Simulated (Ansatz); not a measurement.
**Nudged elastic band run: FGeH₃O**

Input:

```yaml
crystal:
  periodic: [false, false, false]
  atoms:
    - { symbol: Ge, position_ang: [0.359884, -0.067654, 0.059122] }
    - { symbol: O, position_ang: [0.664062, -0.072302, 1.81723] }
    - { symbol: H, position_ang: [-0.158878, -0.214197, 2.321508] }
    - { symbol: H, position_ang: [1.748237, 0.08564, -0.591684] }
    - { symbol: F, position_ang: [-0.591726, 1.362557, -0.328411] }
    - { symbol: H, position_ang: [-0.50968, -1.269345, -0.394566] }
basis:
  gaussian: { orbitals: def2-SVP }
hamiltonian:
  xc: pbe
neb:
  order_check: false
  images: 7
  f_tol: 0.05
  max_iterations: 60
  final_atoms:
    - { symbol: Ge, position_ang: [0.01561727, 0.05121402, -0.82982182] }
    - { symbol: O, position_ang: [1.00681364, 0.16342999, 1.23221917] }
    - { symbol: H, position_ang: [0.51207079, -0.4776618, 1.77947938] }
    - { symbol: H, position_ang: [1.91792124, -0.1860774, 1.18174857] }
    - { symbol: F, position_ang: [-1.07175759, 1.39976252, -0.38418181] }
    - { symbol: H, position_ang: [-0.86876636, -1.12596834, -0.09624449] }
  initial_path:
    images:
      - { positions_ang: [[0.359884, -0.067654, 0.059122], [0.664062, -0.072302, 1.81723], [-0.158878, -0.214197, 2.321508], [1.748237, 0.08564, -0.591684], [-0.591726, 1.362557, -0.328411], [-0.50968, -1.269345, -0.394566]] }
      - { positions_ang: [[0.27025353, -0.05060858, 0.04417157], [0.77645626, -0.0545933, 1.76922813], [-0.06843853, -0.23124026, 2.23105527], [1.73855476, 0.06395685, -0.34874382], [-0.64061577, 1.3650275, -0.38664456], [-0.56431125, -1.26784322, -0.4258676]] }
      - { positions_ang: [[0.18062306, -0.03356316, 0.02922114], [0.88885053, -0.03688459, 1.72122626], [0.02200093, -0.24828351, 2.14060255], [1.72887252, 0.04227371, -0.10580363], [-0.68950554, 1.36749799, -0.44487812], [-0.6189425, -1.26634144, -0.45716919]] }
      - { positions_ang: [[0.09099259, -0.01651774, 0.0142707], [1.00124479, -0.01917589, 1.67322439], [0.1124404, -0.26532677, 2.05014982], [1.71919029, 0.02059056, 0.13713655], [-0.73839531, 1.36996849, -0.50311167], [-0.67357375, -1.26483965, -0.48847079]] }
      - { positions_ang: [[0.00136211, 0.00052767, -0.00067973], [1.11363906, -0.00146719, 1.62522251], [0.20287986, -0.28237003, 1.95969709], [1.70950805, -0.00109258, 0.38007674], [-0.78728508, 1.37243899, -0.56134523], [-0.728205, -1.26333787, -0.51977239]] }
      - { positions_ang: [[0.0049259, 0.01319926, -0.20796525], [1.0869327, 0.03975711, 1.52697168], [0.28017759, -0.33119297, 1.91464266], [1.76161135, -0.04733879, 0.5804947], [-0.85840321, 1.37926987, -0.51705438], [-0.76334534, -1.22899549, -0.41389041]] }
      - { positions_ang: [[0.00848969, 0.02587085, -0.41525077], [1.06022635, 0.0809814, 1.42872084], [0.35747533, -0.38001591, 1.86958823], [1.81371465, -0.09358499, 0.78091266], [-0.92952133, 1.38610076, -0.47276352], [-0.79848568, -1.1946531, -0.30800844]] }
      - { positions_ang: [[0.01205348, 0.03854244, -0.6225363], [1.03351999, 0.1222057, 1.33047], [0.43477306, -0.42883885, 1.82453381], [1.86581794, -0.1398312, 0.98133062], [-1.00063946, 1.39293164, -0.42847266], [-0.83362602, -1.16031072, -0.20212646]] }
      - { positions_ang: [[0.01561727, 0.05121402, -0.82982182], [1.00681364, 0.16342999, 1.23221917], [0.51207079, -0.4776618, 1.77947938], [1.91792124, -0.1860774, 1.18174857], [-1.07175759, 1.39976252, -0.38418181], [-0.86876636, -1.12596834, -0.09624449]] }
```

Run as:

```bash
$ ansatz run input.yaml --threads 1 --pin off --max-ram 2048MiB --backend cpu --events-out ev --progress --plain --runs-dir out
```

Output, in part (warnings, iteration lines, the closing report on the highest movable image, with atoms numbered from 0):

```
NEB end point (image 0): max|allowed force component| = 1.351e-2 eV/Å (the criterion of neb.relax_end_points is 1.000e-2)
NEB end point (image 8): max|allowed force component| = 2.612e-2 eV/Å (the criterion of neb.relax_end_points is 1.000e-2)
NEB iter   1: max|band force component| = 6.469e0 eV/Å  barrier→ = 4.5323 eV  barrier← = 3.6644 eV  Δτ_max = 0.1917 Å  (240 SCF iters)
NEB iter   2: max|band force component| = 3.003e0 eV/Å  barrier→ = 3.0036 eV  barrier← = 2.1357 eV  Δτ_max = 0.1914 Å  (222 SCF iters)
NEB iter   3: max|band force component| = 1.648e0 eV/Å  barrier→ = 2.3329 eV  barrier← = 1.4650 eV  Δτ_max = 0.1854 Å  (207 SCF iters)
NEB iter   4: max|band force component| = 1.073e0 eV/Å  barrier→ = 2.1285 eV  barrier← = 1.2606 eV  Δτ_max = 0.1247 Å  (197 SCF iters)
NEB iter   5: max|band force component| = 7.715e-1 eV/Å  barrier→ = 2.1647 eV  barrier← = 1.2968 eV  Δτ_max = 0.0856 Å  (196 SCF iters)
NEB iter   6: max|band force component| = 8.019e-1 eV/Å  barrier→ = 2.1789 eV  barrier← = 1.3110 eV  CI = image 5  Δτ_max = 0.1002 Å  (189 SCF iters)
NEB iter   7: max|band force component| = 7.719e-1 eV/Å  barrier→ = 2.2335 eV  barrier← = 1.3656 eV  CI = image 5  Δτ_max = 0.0360 Å  (187 SCF iters)
NEB iter   8: max|band force component| = 2.911e-1 eV/Å  barrier→ = 2.2265 eV  barrier← = 1.3586 eV  CI = image 5  Δτ_max = 0.0248 Å  (174 SCF iters)
NEB iter   9: max|band force component| = 1.045e-1 eV/Å  barrier→ = 2.2255 eV  barrier← = 1.3576 eV  CI = image 5  Δτ_max = 0.0158 Å  (180 SCF iters)
NEB iter  10: max|band force component| = 5.525e-2 eV/Å  barrier→ = 2.2254 eV  barrier← = 1.3575 eV  CI = image 5  Δτ_max = 0.0040 Å  (181 SCF iters)
NEB iter  11: max|band force component| = 1.973e-2 eV/Å  barrier→ = 2.2253 eV  barrier← = 1.3574 eV  CI = image 5  Δτ_max = 0.0000 Å  (340 SCF iters)
Total energy: -61305.77917303 eV, -2252.9458300594 hartree
Atom 0 at     0.197862    -0.027578    -0.333703 Å, force     0.002737    -0.013798    -0.001890 eV/Å
Atom 1 at     0.720341     0.209635     1.595282 Å, force    -0.002791     0.011671     0.007605 eV/Å
Atom 2 at     0.619908    -0.623903     2.105614 Å, force     0.001787    -0.005545    -0.006141 eV/Å
Atom 3 at     1.616848     0.017780     0.473045 Å, force    -0.001057    -0.000784    -0.000960 eV/Å
Atom 4 at    -0.759943     1.425955    -0.624119 Å, force    -0.001908     0.004292     0.001262 eV/Å
Atom 5 at    -0.883116    -1.177190    -0.332920 Å, force     0.001233     0.004163     0.000125 eV/Å
Dipole moment:     0.199050    -0.595706     0.118382 e Å
```

The run converged. A vibrational analysis at the climbing image gives one clearly imaginary mode, 1203i cm⁻¹: a first-order saddle point. The orbitals stay closed-shell, which can raise the energy where a bond breaks towards radicals; this wasn't checked here.

Final band (atoms are numbered from 1 in the order of the input):

```csv
image,path coordinate (Å),energy (kcal/mol),Ge1–O2 (Å),Ge1–H4 (Å),O2–H4 (Å)
0,0.00,0.0,1.78,1.54,2.65
1,0.46,1.1,1.79,1.54,2.68
2,0.91,2.8,1.79,1.55,2.73
3,1.37,8.6,1.79,1.54,2.43
4,1.83,32.0,1.85,1.54,1.94
5,2.29,51.3,2.01,1.63,1.45
6,2.77,29.4,2.21,2.00,1.02
7,3.25,21.0,2.28,2.55,0.98
8,3.74,20.0,2.29,2.78,0.98
```

Run time: 2.1 min on 1 thread of Arm Neoverse V2, with other jobs on the host, peak memory 0.13 GiB.
